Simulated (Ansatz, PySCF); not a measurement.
Ansatz (a program for electronic structure) was given this input:
Ansatz 0.2 input:
```yaml
crystal:
  periodic: [false, false, false]
  atoms:
    - {symbol: N, position_ang: [-1.18045782, 0.14965017, -0.08020367]}
    - {symbol: N, position_ang: [-0.08895395, -0.30612606, 0.07825784]}
    - {symbol: O, position_ang: [1.11073531, 0.13691641, 0.00170260]}
basis:
  gaussian:
    orbitals: def2-SVPD
hamiltonian:
  xc: {name: wB97X}
total_charge: -1
magnetization: {spin_polarized: true, initial_magnetization: 1}
accuracy: high
```

Write the same job for PySCF.

One answer among several that fit: 
```python
from pyscf import gto, scf, dft

mol = gto.Mole()
mol.atom = '''
    N    -1.180458    0.149650   -0.080204
    N    -0.088954   -0.306126    0.078258
    O     1.110735    0.136916    0.001703
'''
mol.basis = 'def2-svpd'
mol.charge = -1
mol.spin = 1
mol.verbose = 4
mol.build()

mf = dft.UKS(mol)
mf.xc = 'wb97x'
mf.grids.atom_grid = (99, 590)
mf.grids.prune = None
mf.kernel()
```

Both were run: Ansatz gave -184.475984 Eh and PySCF -184.475984 Eh, 0.000 mEh apart.
